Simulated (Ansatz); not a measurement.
# Ligand exchange: C2H4FI + GeH3I → C2H4I2 + GeH3F

Species: C2H4FI (1-fluoro-2-iodoethane) `FCCI`, singlet; GeH3I `[GeH3][I]`, singlet; C2H4I2 (1,2-diiodoethane) `ICCI`, singlet; GeH3F (fluorogermane) `[F][GeH3]`, singlet. The partners trade F for I: C–F and Ge–I bonds give way to C–I and Ge–F.

Shapes, held fixed at every level: PBE0-D4/def2-TZVP. Flexible molecules stand in one conformer, not always the lowest. Programs: Ansatz 0.2.0. The zero-point and thermal change to 298 K, harmonic and unscaled (PBE0-D4/def2-TZVP), is -2.6 kJ/mol.

**Question.** Estimate ΔH(298 K) of this reaction.

**Answer.** The highest level, CCSD(T)/def2-TZVPP, gives ΔH(298 K) = -20.3 kJ/mol; the levels span -20.3 to +12.8. They disagree on the sign: 1 of 7 are positive. The column of differences is taken from that level and isn't an error. No measured value is set beside it here. For atoms past krypton def2 sets carry core potentials with scalar relativity. Relativity is left out for Ge. Outer-core shells of Ge, I are correlated in most correlated rows, in sets that cover them unevenly. CCSD(T)/def2-TZVPP lies outside the range of all other levels here, so it shouldn't be taken on trust. Times are processor times on shared x86 and Arm servers, and rough.

```
              level                    kind  ΔH(298 K) (kJ/mol)  less CCSD(T)/def2-TZVPP  CPU time (sum over the molecules)
        HF/def2-SVP            Hartree–Fock               +12.8                    +33.1                                  –
  PBE-D4/def2-TZVPP                     GGA               -12.6                     +7.7                               19 s
B3LYP-D4/def2-TZVPP           global hybrid               -15.2                     +5.1                               28 s
 wB97M-V/def2-TZVPP  range-separated hybrid                -9.7                    +10.6                               78 s
   CCSD(T)/def2-SVP   coupled cluster or CI                -6.4                    +13.9                               32 s
      CCSD/def2-SVP   coupled cluster or CI                -3.7                    +16.6                                  –
 CCSD(T)/def2-TZVPP   coupled cluster or CI               -20.3                      0.0                            5.6 min
```
